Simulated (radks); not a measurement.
Question: Radial electron density D(r) = 4 pi r^2 rho(r) of an atom or ion with 4 electrons. Method: scalar-relativistic Kohn-Sham, LDA (Slater exchange, Perdew-Wang correlation), spin-polarised, spherical densities, point nucleus; computed with a radial shooting solver on a logarithmic mesh with Libxc functionals.

```
   r/bohr * D(r) (the largest magnitude, 5.06, reaches the edge; | marks zero)
  0.01679 | *
   0.0205 |  *
  0.02525 |    *
  0.03083 |      *
  0.03796 |         *
  0.04637 |            *
  0.05709 |                 *
  0.06973 |                       *
  0.08585 |                              *
   0.1049 |                                     *
   0.1291 |                                             *
   0.1577 |                                                   *
   0.1942 |                                                      *
   0.2371 |                                                     *
    0.292 |                                                *
   0.3566 |                                       *
   0.4391 |                           *
   0.5363 |                 *
   0.6603 |          *
   0.8064 |        *
   0.9929 |         *
    1.213 |           *
    1.493 |            *
    1.824 |          *
    2.245 |       *
    2.743 |   *
    3.377 |*
    4.124 *
    5.078 *
    6.202 *
```

What is the nuclear charge?

Answer: Z = 5. The innermost maximum, from 1s, lies near gamma/Z bohr with gamma = sqrt(1 - (Z/c)^2) = 0.999, here 0.2 bohr (found: 0.209), and its height grows with Z. The density is that of the boron ion B+ in [He] 2s2; the configuration itself is not fixed sharply by these data. D(r) has 2 maxima, at r = 0.209, 1.43 bohr, and minima at 0.813 bohr, inside which lie 2.06 electrons.
